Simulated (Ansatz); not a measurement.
Start from `[SiH3][CH]1[CH2][GeH2]1` and change one atom or group to get `Cl[CH]1[CH2][GeH2]1`.

Ansatz, PBE0-D4/def2-TZVP geometries, multiplicity 1. 

Scalar relativity is left out up to krypton.

```csv
property,`[SiH3][CH]1[CH2][GeH2]1`
HOMO energy (ωB97M-V/def2-TZVPP) / eV,-8.67
zero-point energy (PBE0-D4/def2-TZVP) / kJ/mol,219.6
size of the dipole moment (B3LYP/def2-TZVPP) / D,1.11
HOMO–LUMO gap (B3LYP/def2-TZVPP) / eV,6.33
LUMO energy (PBE/def2-TZVPP) / eV,-0.64
HOMO energy (PBE0/def2-TZVPP) / eV,-6.59
```

**Question.** Give the same properties after the change, and the shifts. (An estimate is asked.)

**Answer.** Computed: 
| property | `Cl[CH]1[CH2][GeH2]1` | shift |
| --- | --- | --- |
| HOMO energy (ωB97M-V/def2-TZVPP) / eV | -8.74 | -0.07 |
| zero-point energy (PBE0-D4/def2-TZVP) / kJ/mol | 156.2 | -63.4 |
| size of the dipole moment (B3LYP/def2-TZVPP) / D | 1.96 | 0.85 |
| HOMO–LUMO gap (B3LYP/def2-TZVPP) / eV | 6.14 | -0.19 |
| LUMO energy (PBE/def2-TZVPP) / eV | -0.92 | -0.28 |
| HOMO energy (PBE0/def2-TZVPP) / eV | -6.64 | -0.05 |

With PBE0 the HOMO falls by 0.05 eV and the LUMO falls by 0.22 eV, so the gap narrows by about 0.17 eV. PBE moves the HOMO by 0.03 eV and ωB97M-V by -0.07 eV. The zero-point energy changes by -63.4 kJ/mol with -9 modes. Dipoles are sizes alone; their direction can turn.

Positive LUMOs are unbound, so they and the gaps depend on the basis.

B3LYP here is the variant with VWN-RPA as its local correlation; programs differ in this.
